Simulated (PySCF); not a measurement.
CHF, neutral, multiplicity 1. Atoms are numbered in the order given.

```xyz
3

C     -0.1883    -0.7007     0.0000
F      0.0307     0.5914     0.0000
H      0.8536    -1.1187     0.0000
```
Charge 0, spin multiplicity 1.

The structure is a stationary point at B3LYP-D3(BJ)/def2-TZVPD. The isomer is the one that the SMILES or the coordinates give; other isomers of the formula were not compared.

All values below come from TDA-PBE/def2-TZVPD run with PySCF.

Vertical excitations. The molecule is in vacuum. State labels are in the subgroup Cs.

```tsv
state	symmetry	energy (eV)	λ (nm)	f	main pairs
S1	A"	2.39	518	0.010	HOMO→LUMO 98 %
S2	A'	5.89	211	0.064	HOMO→LUMO+1 99 %
S3	A'	6.89	180	0.032	HOMO→LUMO+2 99 %
S4	A"	7.68	162	0.027	HOMO→LUMO+4 50 %, HOMO−1→LUMO 48 %
S5	A'	7.89	157	0.024	HOMO→LUMO+3 89 %
S6	A"	7.90	157	0.001	HOMO→LUMO+4 49 %, HOMO−1→LUMO 46 %
S7	A'	8.59	144	0.049	HOMO→LUMO+5 85 %
S8	A'	9.28	134	0.081	HOMO→LUMO+6 84 %
S9	A"	9.46	131	0.002	HOMO−3→LUMO 92 %
S10	A"	10.14	122	0.086	HOMO→LUMO+7 91 %
T1	A"	0.65	1896	0	HOMO→LUMO 99 %
T2	A'	5.49	226	0	HOMO→LUMO+1 99 %
T3	A'	6.51	190	0	HOMO→LUMO+2 98 %
T4	A"	6.54	190	0	HOMO−1→LUMO 97 %
```
Triplets are in the Tamm–Dancoff approximation.
